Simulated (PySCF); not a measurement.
## Trend along group 14: MGe cations

MP2 with double-zeta basis sets in PySCF, for the lowest determinant that a PBE0 search found; no spin–orbit coupling. De refers to high-spin ground-configuration atoms (the charge goes to the atom of lower measured ionisation energy or higher electron affinity, which is not always the lowest computed limit).

```json
{"M": "C", "basis": "def2-SVPD", "reference, frozen orbitals": "UHF, 10", "charged atom": "Ge+", "state (unpaired electrons)": "quartet (σ ↑, π ↑↑)", "Re (Å)": "1.903", "ωe (cm⁻¹)": "736", "De (eV)": "2.92"}
{"M": "Si", "basis": "def2-SVP", "reference, frozen orbitals": "UHF, 14", "charged atom": "Ge+", "state (unpaired electrons)": "quartet (σ ↑, π ↑↑)", "Re (Å)": "2.335", "ωe (cm⁻¹)": "388", "De (eV)": "2.92"}
{"M": "Ge", "basis": "pcseg-1", "reference, frozen orbitals": "UHF, 18", "charged atom": "Ge+", "state (unpaired electrons)": "quartet (σ ↑, π ↑↑)", "Re (Å)": "2.428", "ωe (cm⁻¹)": "267", "De (eV)": "2.86"}
{"M": "Sn", "basis": "cc-pVDZ-PP", "reference, frozen orbitals": "UHF, 8", "charged atom": "Sn+", "state (unpaired electrons)": "quartet (σ ↑, π ↑↑)", "Re (Å)": "2.599", "ωe (cm⁻¹)": "225", "De (eV)": "2.34"}
{"M": "Pb", "basis": "def2-SVP", "reference, frozen orbitals": "UHF, 13", "charged atom": "Pb+", "state (unpaired electrons)": "quartet (σ ↑, π ↑↑)", "Re (Å)": "2.669", "ωe (cm⁻¹)": "197", "De (eV)": "n/a"}
```

Question: By what factor does the harmonic wavenumber vary along the series?

Answer: At MP2 it runs from 225 cm⁻¹ (SnGe⁺) to 736 cm⁻¹ (GeC⁺), a factor of 3.27.

The rows differ in basis set, which adds steps of its own.

Down a group the atoms grow and get heavier, so bonds lengthen and wavenumbers fall; this series shows no clear exception.

Correlated steps freeze the inner cores (8 to 18 orbitals); shallow outer-core shells are correlated. Correlated levels converge slowly with the basis: in double zeta they bind strong bonds too weakly, by up to about 1 eV, and carry superposition errors of some tenths. These are scalar-relativistic numbers at best; spin–orbit coupling would shift them, the dissociation energy most. For an ion De counts to the pair picked by the measured ionisation energies or electron affinities, which need not be the lowest pair at this level. States were picked by a PBE0 search and need not be the measured ground states.
